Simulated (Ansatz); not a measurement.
C₄H₇FSi, SMILES `C=C1C[SiH]1CF`, relaxed with RKS PBE0-D4/def2-TZVP in Ansatz 0.2.0 from a PBE-D4/def2-SVP geometry. The force threshold is 0.005 eV/Å; the program also tests the step.

Total charge 0; spin multiplicity 1.

Start:

```xyz
13

C     0.736   -1.789    1.331
C     0.572   -0.879    0.362
C     0.372   -0.869   -1.137
Si    0.405    0.833   -0.295
C    -1.237    1.774   -0.089
F    -1.202    2.577    1.050
H     0.866   -1.490    2.385
H     0.747   -2.874    1.113
H    -0.586   -1.270   -1.524
H     1.230   -1.176   -1.768
H     1.610    1.709   -0.443
H    -1.445    2.415   -0.978
H    -2.069    1.038   -0.006
```

By how much does the energy fall, and how many steps does the optimiser take? (Estimate.)

The calculation gave: 1.67 kcal/mol, in 6 steps.

Which bonds change most? (Estimate.)

Computed: C3–Si4 from 1.900 to 1.868 Å; C2–Si4 from 1.841 to 1.813 Å; C1–C2 from 1.340 to 1.320 Å; C5–H13 from 1.114 to 1.095 Å.

Give the relaxed structure. (Best estimate.)

The calculation gave: 
```xyz
13

C     0.731   -1.775    1.313
C     0.574   -0.860    0.374
C     0.364   -0.849   -1.122
Si    0.411    0.820   -0.286
C    -1.222    1.747   -0.100
F    -1.209    2.564    1.025
H     0.866   -1.499    2.354
H     0.731   -2.839    1.083
H    -0.581   -1.249   -1.488
H     1.208   -1.161   -1.735
H     1.596    1.693   -0.445
H    -1.425    2.377   -0.973
H    -2.044    1.031    0.000
```
